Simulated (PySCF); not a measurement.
Species: H7NPSi2 (charge -1).
Atom-mapped SMILES: `[SiH3:1][N-:2][SiH2:3][PH2:4]` (hydrogens: H5, H6, H7 on Si1; H8, H9 on Si3; H10, H11 on P4)

Torsions of this conformer, `[SiH3:1][N-:2][SiH2:3][PH2:4]`: Si1–N2–Si3–P4 -44°, H–P4–Si3–N2 -43°, H–P4–Si3–N2 50°.

The closed-shell ground state was solved at several levels (PySCF, density fitting, gas phase, non-relativistic). One conformer (not necessarily the lowest) at the PBE0-D3(BJ)/def2-SVP geometry, without solvent, vibrations or thermal averaging. The geometry's basis has no diffuse functions, a weakness for an anion. No diffuse functions stand in pcSseg-1 and pcSseg-2, which bears on an anion's orbital energies.

```csv
level,basis functions,HOMO (eV),LUMO (eV),gap (eV)
PBE0/pcSseg-1,124,-1.69,4.78,6.47
wB97X-D/def2-SVPD,148,-3.53,5.63,9.16
```

Question: Estimate the row for wB97X-D/pcSseg-2, a basis of 263 functions; the other rows only guide the guess.

Answer: HOMO -3.58 eV, LUMO 5.76 eV, gap 9.34 eV.

Question: Over all these levels, which gives the widest orbital gap and which the narrowest?

Answer: wB97X-D/pcSseg-2 (range-separated hybrid) has the widest, 9.34 eV, and PBE0/pcSseg-1 (global hybrid, 25 % exact exchange) the narrowest, 6.47 eV. Functional and basis both differ between the two, so the spread mixes both effects.
